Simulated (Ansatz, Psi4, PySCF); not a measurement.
CdSe (SMILES [Se]=[Cd]), singlet, at a GFN2-xTB geometry (such geometries of metal compounds can be far from the true shape) (core potentials on Cd). Base run: B3LYP5/def2-SVPD (PySCF).

Here is a job for PySCF.
```python
from pyscf import gto, scf, dft

mol = gto.Mole()
mol.atom = '''
    Cd   -0.000000   -0.000000   -0.959416
    Se    0.000000    0.000000    1.354470
'''
mol.basis = 'def2-svpd'
mol.ecp = {'Cd': 'def2-svpd'}
mol.charge = 0
mol.spin = 0
mol.verbose = 3
mol.build()

mf = dft.RKS(mol)
mf.xc = 'b3lyp5'
mf.kernel()
```

The same geometry, method and basis name were run in Ansatz (a program for electronic structure) and Psi4 and PySCF, at each program's defaults and at the settings that a row names. The base is PySCF at its defaults. Differences at the defaults can come from grids, fitting, cores and function types together.

```tsv
code and settings	ΔE vs base (mEh)	basis functions	E (Eh)	SCF cycles	dipole (D)
PySCF, defaults (exact integrals, its default grid, spherical functions)	0.000	75	-2568.85157	13	5.39
Psi4, defaults (density fitting with its default set, its default grid, spherical functions)	-0.072	75	-2568.85165	11	5.39
Ansatz, defaults (factorised integrals, its default grid, spherical functions)	0.005	75	-2568.85157	-	-
PySCF, density fitting with def2-universal-jkfit	-0.089	75	-2568.85166	13	5.39
PySCF, fine grid	0.004	75	-2568.85157	13	5.39
Psi4, exact integrals, spherical functions, fine grid	0.005	75	-2568.85157	13	5.39
Ansatz, high accuracy	0.004	75	-2568.85157	-	-
```
